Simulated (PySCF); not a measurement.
Geometry:
```csv
atom,x (Å),y (Å),z (Å)
O1,-2.317,-2.247,0.109
N2,-2.268,-1.089,-0.209
C3,-0.979,-0.474,-0.091
C4,-0.917,0.872,-0.454
C5,0.297,1.549,-0.368
C6,1.432,0.872,0.079
C7,1.363,-0.479,0.441
C8,0.156,-1.159,0.358
H9,-1.833,1.357,-0.798
H10,0.361,2.603,-0.649
H11,2.385,1.402,0.147
H12,2.261,-0.994,0.789
H13,0.054,-2.211,0.629
```

Geometry: PBE0-D3(BJ)/def2-SVP; GIAO shifts from PySCF 2.14.0 with density-fitted response routines, gas phase, non-relativistic, averaged over equivalent atoms.

At wB97X-D/pcSseg-1 (161 basis functions, 36 s wall time on 1 thread of an Arm Neoverse N1, shared host):
```csv
atoms,δ (ppm)
O1,2053.5
N2,1177.6
C3,164.7
C6,142.8
C5/C7,135.1
C4/C8,125.9
H9/H13,8.08
H10/H12,7.89
H11,7.85
```

δ = σ(ref) − σ, references computed at the same level: H2O for ¹⁷O (333.19 ppm); ¹⁵N (263.98 ppm) vs NH3; TMS for ¹³C (184.54 ppm) and ¹H (31.38 ppm).

Predict the values at B97-D/pcSseg-1 on the same geometry.

Answers


```tsv
atoms	δ at B97-D/pcSseg-1	change
O1	1801.4	-252.1
N2	1015.0	-162.6
C3	146.9	-17.8
C6	135.3	-7.5
C5/C7	129.2	-5.9
C4/C8	118.2	-7.7
H9/H13	7.48	-0.60
H10/H12	7.69	-0.20
H11	7.53	-0.32
```

References, each an isolated molecule treated in the same way: ¹⁷O (σ = 330.37 ppm) vs H2O; NH3 for ¹⁵N (σ = 260.85 ppm); ¹³C (σ = 179.17 ppm), ¹H (σ = 31.41 ppm) vs TMS.

The largest change is at O1 (oxygen bonded to N). Cost: 161 basis functions, 26 s wall time on 1 thread of an x86-64 server CPU, shared host. The order of the carbon signals is the same at both levels.

The carbons averaged at δ 125.9 differ by 50 ppm in this conformer. Unscaled 17O shifts of doubly bonded oxygen tend to come out too high, by tens of ppm or more. Experimental scales use liquid or dissolved standards, which lie at an offset from isolated NH3 (liquid NH3: subtract about 20 ppm) and H2O (liquid H2O: subtract about 36 ppm). Unscaled 15N shifts of sp2 nitrogen come out 20 to 40 ppm too high even then.
